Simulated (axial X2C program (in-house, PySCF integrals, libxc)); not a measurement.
Curves of GaCl⁻ by EOM-EA-CCSD

Calculated with an in-house all-electron X2C program for linear molecules (integrals from PySCF): two-component X2C with atomic mean-field Coulomb and Gaunt terms, Gaussian nuclei, basis Ga dyall-acv3z, Cl dyall-av3z with contracted cores.

Energies in eV from the lowest point of the lowest state; states are followed by energy order within each Ω. Reference: GaCl, 10 electrons correlated in 92 virtual spinors with an MP2 remainder; levels at this size can be off by some tenths of an eV. Masses 68.926 and 34.969 u.

```
R (Å)  (1)Ω=1/2  (1)Ω=3/2
2.045    0.5393    0.5684
2.134    0.2564    0.2900
2.223    0.0960    0.1332
2.323    0.0133    0.0538
2.423    0.0000    0.0435
2.556    0.0480    0.0947
```

T1 of the reference reaches 0.013 (Lee–Taylor). Curves followed by order can swap character. Number of frozen shells: Ga 3 s, 2 p, 1 d; Cl 2 s, 1 p. Roots with under 60 % one-particle weight at any point are counted in the labels but not shown, and the list ends where the roots sought for some Ω run out; states that need a further excitation are missing and may lie low or lowest. Curves with a minimum but no constants failed the fit check.
